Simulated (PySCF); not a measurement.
C4H9KO. Atoms are numbered in the order given.

```xyz
15

K      0.0000     0.0000     2.5427
O      0.0000     0.0000     0.3055
C      0.0000     0.0000    -1.0665
C      1.2570    -0.7257    -1.6037
C     -1.2570    -0.7257    -1.6037
C      0.0000     1.4514    -1.6037
H      1.3049    -0.7534    -2.7066
H      1.2707    -1.7625    -1.2285
H      2.1617    -0.2192    -1.2285
H     -1.2707    -1.7625    -1.2285
H     -1.3049    -0.7534    -2.7066
H     -2.1617    -0.2192    -1.2285
H      0.8910     1.9817    -1.2285
H     -0.8910     1.9817    -1.2285
H      0.0000     1.5068    -2.7066
```

Coordinates come from a B3LYP-D3(BJ)/def2-SVP optimisation. The isomer is the one that the SMILES or the coordinates give; other isomers of the formula were not compared.

Level of theory: TDA-PBE/def2-SVPD run with PySCF.

Vertical excitations; the highest root listed may be one member of a degenerate set.  State labels are in the subgroup Cs.

Problem. List the lowest excited states. (The exact figures need the calculation; the answer reports its results.)

Solution. 
| state | symmetry | energy (eV) | λ (nm) | f | main pairs |
|---|---|---|---|---|---|
| S1 | A" | 1.82 | 680 | 0.004 | HOMO→LUMO (degenerate set) |
| S2 | A' | 1.82 | 680 | 0.004 | HOMO−1→LUMO (degenerate set) |
| S3 | A' | 3.24 | 383 | 0.000 | HOMO−1→LUMO+1, HOMO→LUMO+2 (degenerate set) |
| S4 | A" | 3.24 | 383 | 0.000 | HOMO→LUMO+1, HOMO−1→LUMO+2 (degenerate set) |
| S5 | A" | 3.26 | 380 | 0.000 | HOMO−1→LUMO+2 50 %, HOMO→LUMO+1 50 % |
| S6 | A' | 3.32 | 373 | 0.013 | HOMO→LUMO+2 49 %, HOMO−1→LUMO+1 49 % |
| T1 | A" | 1.79 | 692 | 0 | HOMO→LUMO (degenerate set) |
| T2 | A' | 1.79 | 692 | 0 | HOMO−1→LUMO (degenerate set) |
Triplets are in the Tamm–Dancoff approximation.
